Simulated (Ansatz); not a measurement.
`[Br][Cd][Br]` + NH₃ → `[NH2][Cd][Br]` + HBr at 298.15 K and 1 bar (ligand exchange at a Cd–Br bond).

Calculated with Ansatz (gas phase, PBE0-D4/def2-TZVP geometries, no zero-point term in ΔE). CCSD(T)/CBS is the MP2 limit (def2-TZVPP, def2-QZVPP) plus CCSD(T) − MP2 in def2-TZVPP, frozen cores. This one scheme is used for every species. def2 core potentials past Kr. For Br, Cd outer-core shells are correlated without core-valence functions, which leaves a few kJ/mol of doubt a bond. Scalar relativity is left out up to krypton. One conformer a species, not always the lowest.

| species | CCSD(T)/CBS energy (Eh) | H − E (kJ/mol) | S (J/(mol·K)) |
| --- | --- | --- | --- |
| `[Br][Cd][Br]` | -5314.45893 | 19.3 | 309.5 |
| NH₃ | -56.50880 | 100.5 | 192.4 |
| `[NH2][Cd][Br]` | -2796.98951 | 82.8 | 316.4 |
| HBr | -2573.91920 | 24.6 | 198.6 |

H − E and S are ideal-gas, rigid-rotor, harmonic terms from PBE0-D4/def2-TZVP, for one conformer and one mirror image of each species. 1 Eh = 2625.50 kJ/mol, R = 8.31446 J/(mol·K).

Task: By hand: ΔE, ΔH, ΔS and ΔG.

Result: ΔE = (-2796.98951) + (-2573.91920) − (-5314.45893) − (-56.50880) = 0.05902 Eh = 155.0 kJ/mol. Δ(H − E) = 82.8 + 24.6 − 19.3 − 100.5 = -12.4, so ΔH = 142.6 kJ/mol. ΔS = 316.4 + 198.6 − 309.5 − 192.4 = 13.1 J/(mol·K). ΔG = 142.6 − 298.15 × (13.1)/1000 = 138.7 kJ/mol.

Task: By hand: the equilibrium constant, and the temperature at which ΔG would vanish if ΔH and ΔS stayed fixed.

Result: log₁₀ K = −ΔG/(RT ln 10) = -24.3. ΔG = 0 at ΔH/ΔS = 10885 K, far beyond where these terms or the molecules hold.

The number of gas molecules stays the same, so ΔS is small and ΔH decides. A doubt of 5 kJ/mol in ΔE shifts log₁₀ K by 0.9 here. Other conformers and mirror images would add mixing entropy, several J/(mol·K) or more a flexible species. These are equilibria of isolated gas molecules and say nothing of rates. Largest T1 diagnostic: 0.012 (customary marks: 0.02 for closed shells, 0.045 for open ones).
